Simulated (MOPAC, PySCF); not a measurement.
C3H8OSi, SMILES `C/C=C(/[SiH3])O` (Si–C–O–H torsion 180°), neutral singlet in the gas phase. 

Z-matrix (Å, degrees):
```
C
C 1 1.3373
O 1 1.3650 2 124.74
H 3 0.9637 1 109.62 2 0.00
H 2 1.0845 1 116.70 3 179.99
C 2 1.4923 5 116.62 1 179.99
H 6 1.0939 2 113.78 5 -179.99
H 6 1.0941 7 106.84 4 122.90
H 6 1.0941 7 106.83 8 114.22
Si 1 1.8715 2 122.09 5 -0.01
H 10 1.4849 1 107.82 2 0.00
H 10 1.4863 11 109.80 5 -120.56
H 10 1.4863 11 109.81 12 -118.87
```
Charge 0, spin multiplicity 1.

All levels are single points at this geometry (PBE0-D3(BJ)/def2-TZVP); Pople sets use spherical d functions. Orbital energies aren't observables, and empty levels follow the basis.

B3LYP/3-21G in PySCF gives dipole (D) = 1.99.

Estimate the dipole (D) from each of these levels: PBE0-D3(BJ)/def2-TZVP in PySCF; ωB97X-D3(BJ)/def2-TZVP in PySCF; B3LYP/6-311+G** in PySCF; B3LYP/LANL2DZ in PySCF; BP86/6-31G* in PySCF; M06-2X/6-31G* in PySCF; SVWN5/6-31G* in PySCF; HF/3-21G in PySCF; HF/6-31G* in PySCF; HF/STO-3G in PySCF; PM3 in MOPAC; PM6 in MOPAC.


```csv
level,dipole (D)
PBE0-D3(BJ)/def2-TZVP in PySCF,2.08
ωB97X-D3(BJ)/def2-TZVP in PySCF,2.04
B3LYP/6-311+G** in PySCF,2.09
B3LYP/LANL2DZ in PySCF,2.19
BP86/6-31G* in PySCF,2.03
M06-2X/6-31G* in PySCF,1.94
SVWN5/6-31G* in PySCF,2.10
HF/3-21G in PySCF,2.15
HF/6-31G* in PySCF,2.04
HF/STO-3G in PySCF,0.80
PM3 in MOPAC,0.76
PM6 in MOPAC,1.63
```
